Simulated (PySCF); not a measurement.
# Unknown compound

The spectra below were simulated for a compound C5H4F4O2.

1H NMR (500 MHz, computed): δ 7.61 (m, 1H), 6.93 (m, 1H), 6.44 (m, 1H), 5.72 (m, 1H).

13C{1H} NMR (computed): δ 158.8, 140.7, 132.6, 122.6, 120.7.

Method: structure optimised with GFN2-xTB, σ from GIAO-PBE0/pcSseg-1, in PySCF 2.14 (gas phase, equivalent nuclei averaged, non-relativistic, one computed conformer).

Shifts are taken against calculated references (same method and geometry level): 1H and 13C vs TMS.

Question: Which candidate is it?
A. F/C=C/O/C=C(/F)OC(F)F
B. FC(F)OC1(OC(F)F)C=C1
C. F/C=C\O/C=C(/F)OC(F)F

Answer: C. 

- Rings plus π bonds: 2 (no ring in the answer).
- 5 carbon signals for 5 carbons: no two carbons are equivalent.
- Carbon types of the structure: 1 × C, 4 × CH, which accounts for all hydrogens.
- δC 158.8, 132.6, 122.6: alkene carbon bearing oxygen.
- δC 140.7: β carbon of an enol-ether or enamine type C=C.
- δC 120.7: sp3 CH bonded to 2 F and O; 3 electronegative neighbours deshield it.
- δH 7.61, 5.72: hydrogen on an alkene carbon bearing oxygen; olefinic region.
- δH 6.93: hydrogen on an sp3 CH bonded to 2 F and O; its carbon carries F and O, which withdraws density.

The others: FC(F)OC1(OC(F)F)C=C1 would give 3 carbon signals, not 5; F/C=C/O/C=C(/F)OC(F)F has carbons computed at 158.7, 152.1, 145.0, 125.4, 120.8.

Splittings by 19F in the carbon and heteronuclear signals aren't shown, as no couplings were computed. Shifts are as computed. Against solution values, carbons near 30 ppm lie about +3 ppm off and those near 130 ppm about +5 ppm. Of 1309 compounds with measured shifts, 239 miss one by over three times the rms of a fit or turn the order of signals round; such compounds aren't used in these exercises. No couplings were computed; multiplicities are counted from neighbouring protons, with m where these are inequivalent, close in shift, in a saturated or five-membered ring or joined by F or P, and br s for small geminal =CH2 splittings.
